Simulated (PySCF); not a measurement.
PySCF input for Te(SMe)(OSiH3) (CH6OSSiTe), SMILES O([SiH3])[Te]SC, PBE-D3(BJ)/def2-SVP. Geometry optimised at PBE-D3(BJ)/def2-SVP. This is a generated structure with no PubChem entry under its InChIKey; it may be hypothetical. The def2 effective core potentials stand for the cores of Te; spin–orbit coupling is left out. The values are those of a single conformer.

```python
import numpy as np
from pyscf import gto, scf, dft, df
from pyscf.hessian import thermo

mol = gto.M(
    atom='''
    Te    0.34923205    0.31738417    0.74060459
    S    -1.47267863    1.14702654   -0.56709070
    C    -2.95554164    0.31427815    0.12602132
    H    -2.89317076   -0.77895820   -0.02750565
    H    -3.82058381    0.71463142   -0.44043079
    H    -3.07996097    0.54577137    1.20033334
    O     0.75213671   -1.47221205   -0.16381022
    Si    1.54152011   -1.49067853   -1.66280334
    H     0.73124387   -0.80317765   -2.73004293
    H     1.70487119   -2.94210410   -2.01644033
    H     2.89526707   -0.83103719   -1.59030050
    ''',
    basis='def2-SVP',
    ecp={'Te': 'def2-svp'},
    charge=0,
    spin=0,
    max_memory=1600,
    verbose=3,
)
mf = dft.RKS(mol, xc='pbe').density_fit(auxbasis='def2-universal-jkfit')
mf.disp = 'd3bj'
mf.grids.level = 3
mf.conv_tol = 1e-11
mf.max_cycle = 100
mf.kernel()

# [left out here: the lines that compute and print the analytic Hessian (its translational invariance restored by hand, since the grid's response is missing), thermochemistry and intensities]
```

Program output:

```
converged SCF energy = -1071.90642974752

WARN: DFTD3 does not support analytical Hessian, using finite difference


WARN: Mole.unit (angstrom) is changed to Bohr

Mode                                 0                   1                   2
Irrep
Freq [cm^-1]                       40.0439             70.9173             90.4586
Reduced mass [au]                   3.4194              1.4901              2.7576
Force const [Dyne/A]                0.0032              0.0044              0.0133
Char temp [K]                      57.6142            102.0342            130.1498
Normal mode                   x     y     z       x     y     z       x     y     z
       0  Te                 0.01  0.01  0.03    0.01  0.01  0.00   -0.00  0.01 -0.00
       1   S                 0.04 -0.02 -0.03    0.00  0.00  0.01   -0.02  0.08  0.06
       2   C                 0.03 -0.06 -0.10    0.04 -0.10 -0.05    0.01 -0.09 -0.05
       3   H                 0.07 -0.06 -0.10    0.13 -0.10 -0.04    0.03 -0.05 -0.29
       4   H                 0.04 -0.09 -0.14    0.03 -0.17 -0.08   -0.01  0.02  0.06
       5   H                -0.03 -0.07 -0.11   -0.02 -0.11 -0.05    0.05 -0.32  0.00
       6   O                 0.05  0.01  0.03   -0.08  0.00 -0.02   -0.01  0.02 -0.03
       7  Si                -0.10  0.01 -0.04   -0.03 -0.00  0.01    0.03 -0.07 -0.01
       8   H                -0.28 -0.14 -0.00    0.20  0.37  0.07    0.00 -0.25 -0.10
       9   H                 0.01  0.01  0.03   -0.40  0.00 -0.19    0.16 -0.10  0.15
      10   H                -0.16  0.16 -0.21    0.15 -0.38  0.16   -0.03  0.05 -0.04
Mode                                 3                   4                   5
Irrep
Freq [cm^-1]                      119.2529            137.1950            178.3257
Reduced mass [au]                   1.1432              3.0594              4.8839
Force const [Dyne/A]                0.0096              0.0339              0.0915
[...]
       6   O                -0.08  0.02 -0.06   -0.00  0.01  0.00    0.01  0.20  0.01
       7  Si                 0.00 -0.01 -0.01    0.00  0.00 -0.00   -0.03  0.02  0.05
       8   H                 0.06 -0.07 -0.09   -0.00 -0.00  0.00    0.01 -0.06 -0.02
       9   H                 0.07 -0.01  0.06   -0.01 -0.01  0.02   -0.16 -0.05  0.29
      10   H                -0.02  0.04  0.05    0.00 -0.01  0.00    0.02 -0.07 -0.02
Mode                                 9                  10                  11
Irrep
Freq [cm^-1]                      670.2479            680.8372            694.0132
Reduced mass [au]                   5.6734              1.2066              1.2869
Force const [Dyne/A]                1.5016              0.3295              0.3652
Char temp [K]                     964.3375            979.5731            998.5305
Normal mode                   x     y     z       x     y     z       x     y     z
       0  Te                 0.00  0.00 -0.00    0.00 -0.00  0.00    0.00 -0.00 -0.00
       1   S                 0.08  0.04 -0.03    0.01  0.00 -0.00   -0.00 -0.00  0.00
       2   C                -0.19 -0.09  0.07   -0.02 -0.01  0.01    0.01  0.00 -0.00
       3   H                -0.07 -0.08  0.07   -0.01 -0.01  0.00   -0.00  0.00  0.00
       4   H                -0.23 -0.12  0.10   -0.01 -0.01  0.00    0.01  0.01 -0.00
       5   H                -0.07 -0.08  0.08   -0.01 -0.01  0.01    0.01  0.01 -0.00
       6   O                 0.00  0.00  0.00   -0.06  0.02 -0.03    0.02  0.09 -0.01
       7  Si                -0.00 -0.00 -0.00    0.05 -0.01  0.03   -0.02 -0.06  0.01
       8   H                 0.04  0.00 -0.03   -0.48  0.08  0.49   -0.07  0.20  0.21
       9   H                 0.02  0.00 -0.01   -0.05  0.02 -0.14    0.32  0.13 -0.57
      10   H                -0.01  0.01  0.07    0.08 -0.01 -0.56   -0.16  0.21  0.39
Mode                                12                  13                  14
Irrep
Freq [cm^-1]                      841.6948            897.7621            912.9367
Reduced mass [au]                  16.0740              1.0528              1.0524
Force const [Dyne/A]                6.7094              0.4999              0.5168
Char temp [K]                    1211.0114           1291.6798           1313.5126
Normal mode                   x     y     z       x     y     z       x     y     z
       0  Te                -0.00  0.00  0.00    0.00 -0.00 -0.00    0.00 -0.00 -0.00
       1   S                -0.00  0.00 -0.00   -0.00  0.00 -0.00   -0.00  0.00 -0.00
       2   C                -0.00 -0.00  0.00    0.00 -0.00  0.01    0.00 -0.00  0.01
       3   H                -0.00 -0.00 -0.00   -0.01  0.00 -0.02   -0.00  0.00 -0.02
       4   H                 0.01  0.01 -0.01    0.03  0.01 -0.02    0.02  0.01 -0.02
       5   H                -0.01  0.00  0.00   -0.04 -0.01  0.01   -0.03 -0.01  0.01
       6   O                 0.09 -0.05 -0.18   -0.01  0.00  0.00   -0.00  0.00  0.00
       7  Si                -0.05  0.00  0.09    0.04 -0.01  0.01   -0.00  0.03  0.02
       8   H                 0.00 -0.01  0.03    0.02 -0.26 -0.16   -0.24 -0.60 -0.20
       9   H                -0.04  0.01  0.06   -0.70 -0.01 -0.30    0.07  0.13 -0.43
      10   H                -0.03  0.00  0.02   -0.22  0.48  0.02    0.22 -0.47  0.10
Mode                                15                  16                  17
Irrep
Freq [cm^-1]                      919.7333            922.0212            944.7107
Reduced mass [au]                   1.1898              1.2564              1.0822
Force const [Dyne/A]                0.5930              0.6293              0.5691
Char temp [K]                    1323.2914           1326.5832           1359.2283
Normal mode                   x     y     z       x     y     z       x     y     z
       0  Te                -0.00  0.00 -0.00    0.00  0.00 -0.00   -0.00  0.00  0.00
       1   S                -0.00  0.02  0.01   -0.00 -0.02  0.03    0.00 -0.00 -0.00
       2   C                 0.02 -0.09 -0.06   -0.04  0.06 -0.10    0.00 -0.00  0.01
       3   H                -0.52 -0.18  0.36    0.34  0.06  0.10   -0.01 -0.00 -0.01
       4   H                 0.04  0.22  0.12   -0.47 -0.31  0.30    0.03  0.02 -0.02
       5   H                 0.37  0.42 -0.14    0.47  0.06 -0.04   -0.04 -0.01  0.00
       6   O                -0.00 -0.00  0.00    0.00 -0.00 -0.01    0.01 -0.01 -0.02
       7  Si                 0.00  0.00  0.00    0.00  0.00  0.00    0.02  0.01 -0.04
       8   H                -0.01 -0.02 -0.00   -0.05 -0.05  0.01   -0.50 -0.07  0.32
       9   H                -0.02  0.00 -0.01   -0.05 -0.00 -0.02   -0.21 -0.11  0.34
      10   H                 0.00 -0.00  0.01   -0.00 -0.00  0.04    0.00 -0.05  0.62
Mode                                18                  19                  20
Irrep
Freq [cm^-1]                     1267.6498           1382.9676           1397.0475
Reduced mass [au]                   1.1504              1.0506              1.0525
Force const [Dyne/A]                1.0891              1.1839              1.2103
Char temp [K]                    1823.8658           1989.7825           2010.0403
Normal mode                   x     y     z       x     y     z       x     y     z
       0  Te                -0.00  0.00 -0.00    0.00  0.00  0.00    0.00  0.00 -0.00
       1   S                 0.01  0.00 -0.00   -0.00  0.00  0.00    0.00 -0.00  0.00
       2   C                 0.09  0.04 -0.04   -0.01  0.05  0.03    0.03 -0.02  0.05
       3   H                -0.49 -0.04  0.19   -0.40  0.02 -0.01   -0.19  0.07 -0.67
       4   H                -0.33 -0.33  0.31    0.12 -0.45 -0.51   -0.15 -0.33  0.06
       5   H                -0.46 -0.26 -0.01    0.46 -0.28  0.14   -0.03  0.56 -0.10
       6   O                 0.00 -0.00 -0.00   -0.00 -0.00 -0.00   -0.00  0.00  0.00
       7  Si                -0.00  0.00  0.00    0.00 -0.00 -0.00    0.00 -0.00 -0.00
       8   H                 0.00 -0.00 -0.00   -0.00 -0.00  0.00   -0.00  0.00  0.00
       9   H                -0.00  0.00 -0.00   -0.00  0.00 -0.00   -0.00 -0.00  0.00
      10   H                 0.00 -0.00 -0.00    0.00  0.00  0.00   -0.00  0.00  0.00
Mode                                21                  22                  23
Irrep
Freq [cm^-1]                     2146.5693           2156.5077           2176.6308
Reduced mass [au]                   1.0340              1.0423              1.0446
Force const [Dyne/A]                2.8072              2.8559              2.9159
Char temp [K]                    3088.4354           3102.7345           3131.6870
Normal mode                   x     y     z       x     y     z       x     y     z
       0  Te                -0.00  0.00  0.00    0.00 -0.00 -0.00   -0.00  0.00  0.00
       1   S                 0.00 -0.00  0.00   -0.00  0.00 -0.00   -0.00 -0.00  0.00
       2   C                -0.00  0.00  0.00   -0.00 -0.00 -0.00    0.00 -0.00  0.00
       3   H                -0.00 -0.00 -0.00    0.00 -0.00  0.00    0.00 -0.00 -0.00
       4   H                 0.00  0.00 -0.00   -0.00 -0.00  0.00    0.00  0.00 -0.00
       5   H                 0.00  0.00  0.00    0.00 -0.00 -0.00    0.00  0.00  0.00
       6   O                 0.00 -0.00 -0.00   -0.00  0.00  0.00    0.00 -0.00 -0.00
       7  Si                 0.03  0.01 -0.00    0.02 -0.01  0.02    0.00 -0.04 -0.01
       8   H                 0.10 -0.06  0.12   -0.52  0.44 -0.68   -0.06  0.04 -0.08
       9   H                -0.00  0.11  0.03    0.02 -0.10 -0.02   -0.10  0.94  0.22
      10   H                -0.87 -0.42 -0.05   -0.14 -0.08 -0.00    0.08  0.02  0.01
Mode                                24                  25                  26
Irrep
Freq [cm^-1]                     2980.1376           3090.1954           3110.1940
Reduced mass [au]                   1.0302              1.1053              1.1100
Force const [Dyne/A]                5.3905              6.2190              6.3261
Char temp [K]                    4287.7544           4446.1032           4474.8767
Normal mode                   x     y     z       x     y     z       x     y     z
       0  Te                -0.00  0.00 -0.00    0.00 -0.00  0.00   -0.00  0.00  0.00
       1   S                 0.00 -0.00  0.00   -0.00 -0.00  0.00   -0.00  0.00  0.00
       2   C                 0.04  0.01 -0.01   -0.04  0.05 -0.06    0.01 -0.07 -0.06
       3   H                 0.05 -0.51 -0.08    0.02 -0.40 -0.07   -0.05  0.69  0.09
       4   H                -0.50  0.24 -0.34    0.55 -0.26  0.36   -0.02 -0.00 -0.02
       5   H                -0.04  0.12  0.52   -0.05  0.12  0.46   -0.06  0.13  0.62
       6   O                 0.00 -0.00 -0.00    0.00  0.00 -0.00   -0.00  0.00 -0.00
       7  Si                -0.00  0.00  0.00   -0.00 -0.00  0.00   -0.00 -0.00 -0.00
       8   H                 0.00  0.00 -0.00   -0.00  0.00 -0.00    0.00  0.00  0.00
       9   H                 0.00 -0.00 -0.00    0.00  0.00 -0.00    0.00  0.00 -0.00
      10   H                 0.00  0.00 -0.00    0.00  0.00 -0.00    0.00  0.00  0.00
temperature 298.1500 [K]
pressure 101325.00 [Pa]
Rotational constants [GHz] 2.26010 1.08783 0.83715
Symmetry number 1
Zero-point energy (ZPE) 0.06569 [Eh]   172471.011 [J/mol]
                           tot       elec      trans        rot        vib
Entropy [J/mol/K]       413.516      0.000    176.115    123.161    114.240
Cv [J/mol/K]            118.400      0.000     12.472     12.472     93.456
Cp [J/mol/K]            126.714      0.000     20.786     12.472     93.456
Internal energy [J/mol]                      3718.434   3718.434 188881.842
Internal energy [Eh]   -1071.83166  -1071.90643
Enthalpy [J/mol]                             6197.391   3718.434 188881.842
Enthalpy [Eh]          -1071.83071
Gibbs free energy [J/mol]                  -46311.376 -33002.119 154821.236
Gibbs free energy [Eh] -1071.87767
mode   freq/cm-1   IR/(km/mol)
   1       40.04         0.532
   2       70.92         0.557
   3       90.46         2.092
   4      119.25         0.981
   5      137.19         1.860
   6      178.33         3.722
   7      197.73         0.875
   8      350.59        13.571
   9      458.53        32.983
  10      670.25         1.519
  11      680.84        37.524
  12      694.01        42.565
  13      841.69       320.878
  14      897.76        60.284
  15      912.94       105.790
  16      919.73         3.249
  17      922.02        10.810
  18      944.71       221.248
  19     1267.65         7.111
  20     1382.97        11.898
  21     1397.05         9.193
  22     2146.57       115.291
  23     2156.51        84.606
  24     2176.63       129.626
  25     2980.14        12.272
  26     3090.20         0.712
  27     3110.19         0.988
max |gradient| / (hartree/bohr): 0.0001060123188873016
APT charges: [ 0.5644 -0.1553 -0.0035  0.0149  0.0143  0.0145 -0.9754  1.3104 -0.2526
 -0.2638 -0.268 ]
```

The calculation finished and met its thresholds.
